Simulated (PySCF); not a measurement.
From computed data to an observable: dipole moment from atomic charges

Ga(Me)(SeH)2 (CH₅GaSe₂), SMILES [CH3][Ga]([SeH])[SeH]. Atoms are numbered in the order given.

```xyz
9

Ga     0.6226     0.0002     0.0000
C      2.5774    -0.0112     0.0000
H      2.9514    -0.5417     0.8899
H      2.9514    -0.5417    -0.8899
H      2.9867     1.0097     0.0000
Se    -0.6613    -1.9235     0.0000
H      0.5085    -2.8086     0.0000
Se    -0.5823     1.9721     0.0000
H     -1.8800     1.2902     0.0000
```

Geometry optimised at ωB97X-D3(BJ)/def2-SVP. The values are those of a single conformer.

Charges (e) from PySCF with B3LYP/def2-TZVP:

| atom | IAO | ESP fit |
|---|---|---|
| Ga1 | 0.538 | 0.413 |
| C2 | -0.717 | -0.408 |
| H3 | 0.160 | 0.094 |
| H4 | 0.160 | 0.094 |
| H5 | 0.157 | 0.147 |
| Se6 | -0.208 | -0.346 |
| H7 | 0.056 | 0.152 |
| Se8 | -0.204 | -0.316 |
| H9 | 0.059 | 0.172 |

The dipole moment of the full density is 1.63 D.

### Question
What dipole moment does each set of point charges give, and which comes closer to that of the density?

### Answer

μ = Σ q r, and 1 e Å = 4.8032 D.
IAO: Σ q r = (0.074, -0.090, 0.000) e Å, |μ| = 0.56 D.
ESP fit: Σ q r = (0.366, -0.111, 0.000) e Å, |μ| = 1.84 D.
ESP fit comes closer in size. Point charges leave out the atoms' own dipoles (lone pairs, polarised bonds); fits to the potential absorb them, partitions of the density don't.
